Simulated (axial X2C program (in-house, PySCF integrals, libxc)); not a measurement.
# Potential curves of TaSi, spin-free

All values were computed with an in-house relativistic program for diatomic molecules. Spin-free means the one-electron spin-free X2C Hamiltonian. Basis: Ta dyall-cv3z [13s14p9d7f4g], Si dyall-v3z [8s7p2d1f] (cores contracted in-house); Gaussian nuclei, density fitting, unrestricted open shells. Masses: Ta 180.948 u, Si 27.977 u.

State: M_S = 5/2, Λ = 0 (beyond evenly filled blocks: σα, π+α, π-α, δ+α, δ-α). Energies in eV from the fragments at the same level (Ta + Si). Fits are polynomials in 1 − R0/R over 0.85 to 1.23 times the lowest point R0.

```json
{"R (Å)": "2.0193", "PBE": "-1.4244", "PBE0": "-1.1850"}
{"R (Å)": "2.1121", "PBE": "-2.3308", "PBE0": "-2.0713"}
{"R (Å)": "2.1817", "PBE": "-2.7916", "PBE0": "-2.5146"}
{"R (Å)": "2.2514", "PBE": "-3.1055", "PBE0": "-2.8092"}
{"R (Å)": "2.3210", "PBE": "-3.3016", "PBE0": "-2.9845"}
{"R (Å)": "2.4022", "PBE": "-3.4153", "PBE0": "-3.0721"}
{"R (Å)": "2.4835", "PBE": "-3.4336", "PBE0": "-3.0629"}
{"R (Å)": "2.5879", "PBE": "-3.3571", "PBE0": "-2.9499"}
{"R (Å)": "2.7156", "PBE": "-3.1623", "PBE0": "-2.7105"}
{"R (Å)": "2.9013", "PBE": "-2.7752", "PBE0": "-2.2647"}
```

One determinant describes the state; a PBE0 search over occupations chose it and may have missed a lower one. De is counted from the lowest determinant-based energies of the atoms at the same level, without counterpoise correction. Other states lie close and PBE0, whose exact exchange favours high spin, may order them wrongly; the determinant shown need not be the ground state. The nearest other spin-free determinant of the search, M_S = 3/2, Λ = 3, lies 0.04 eV up at the distance of the search. The functionals have no current-density term, which raises determinants with orbital currents, atoms included. At some level and bond length an empty orbital lies below a filled one. With spin–orbit coupling the lowest determinant has another configuration, so this spin-free state is a model.

Problem. Fit the PBE curve near its minimum: give the equilibrium distance, the harmonic wavenumber and the well depth.

Solution. At PBE, spin-free: Re = 2.461 Å, ωe ≈ 360 cm⁻¹, De = 3.44 eV to Ta + Si; Be follows as 0.115 cm⁻¹.

Problem. What are Re, ωe and De at the PBE0 level?

Solution. At PBE0, spin-free: Re = 2.433 Å, ωe ≈ 381 cm⁻¹, De = 3.08 eV to Ta + Si; Be follows as 0.118 cm⁻¹.
